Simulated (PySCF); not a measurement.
Molecule: SMILES C[Si](C)(C)C[SiH](Cl)Cl. Atoms near the plane z = 0.0 Å, at the GFN2-xTB optimised geometry (x, y, z in Å): Si1 (0.2, 1.4, 0.0), Cl2 (2.2, 1.4, 0.0), Cl3 (-0.4, 3.3, 0.0), C7 (-1.2, -2.2, -0.1), H14 (2.0, -1.6, -0.6), H15 (-2.2, -1.9, -0.1), H16 (-1.2, -3.3, -0.2), H17 (-0.7, -2.0, 0.8).

Level of theory: B3LYP/def2-SVP (PySCF). Cells within 0.4 Å of a nucleus heavier than hydrogen are left out (blank, or x). The values are rescaled to run from 0 to 1.

```
|000000000000000000000000000|
|000000000011221000000000000|
|000000000234555300000000000|
|000000002468887520000000000|
|000000004687288720000000000|
|000000015790x18600010000000|
|000000015782x37300454100000|
|000000003678887215786410000|
|000000000246721358898520000|
|0000000000120x6185x18630000|
|0000000000020xx081xx8630000|
|000000000013111277268630000|
|000000000002331257887520000|
|000000000000111014665200000|
|000000000000000000000000000|
|000001675100000001200000000|
|000007999744310039996100000|
|000019999946620049998200000|
|0000089998xx630018995100000|
|0000048886x3420001321000000|
|000000113899610000000000000|
|000000006999810000000000000|
|000000007999910000000000000|
|000000005999700000000000000|
|000000000364100000000000000|
|000000000000000000000000000|
|000000000000000000000000000|
```
Scale: ten equal steps from 0.000 (start of '0') to 1.00 (end of '9'), in the order '0123456789'; x runs from -5.50 to 5.50, y from -5.50 (bottom) to 5.50 (top).

Problem. Which quantity is mapped?
(A) log10 of the electron density
(B) electron localisation function
(C) Laplacian of the electron density
(D) an orbital amplitude

Solution. B, electron localisation function
